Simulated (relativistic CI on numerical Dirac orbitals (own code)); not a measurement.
## Re II: calculation against measurement

Method of calculation: Dirac-Coulomb-Breit CI, separate exchange-only KLI orbitals for each configuration, model QED (radiative potential, 1s self-energy scaled to tabulated hydrogen-like ionisation energies), valence Slater integrals scaled by 0.85, P86 correlation energy added to each configuration (own radial code, finite nucleus).

Configuration list (outside the closed core [Xe] 4f14): 5d5 6s, 5d4 6s2, 5d6, 5d4 6s 6p, 5d5 6p, 5d5 6d, 5d3 6s 6p2, 5d3 6s2 6p, 5d5 6f, 5d5 7s, 5d5 7p, 5d4 6s 7s, 5d5 8s, 5d3 6s2 6d, 5d4 7s2. Levels of other configurations are missing.

```tsv
Configuration	Term (tabulated)	J	Measured (cm⁻¹)	Computed	Error	Purity (%)
5d5 6s	7S	3	0.0	0	0	95
5d6	5D	4	14882.6	15078	195	61
5d5 6s	5G	3	19139.7	20676	1536	56
5d5 6s	5G	4	20463.2	21739	1276	86
5d5 6s	5G	6	20781.5	21989	1208	93
5d5 6s	5G	5	20976.4	22137	1160	93
```

Measured levels from NIST Handbook of Basic Atomic Spectroscopic Data (Sansonetti and Martin, J. Phys. Chem. Ref. Data 34, 1559 (2005)); pairs were made by configuration, J and term (by order where the table uses no LS term), so strongly mixed levels may be paired wrongly.

Mean error by configuration (cm⁻¹): 5d6 195; 5d5 6s 1295. Over the excited levels the mean absolute error is 1075 cm⁻¹ (5 of the 11 excited levels that our extract of the source holds in range could be paired, and the others can miss by more), and the median relative error of those above 1,000 cm⁻¹ is 5.8 %. Some levels of the ground configuration have no partner.
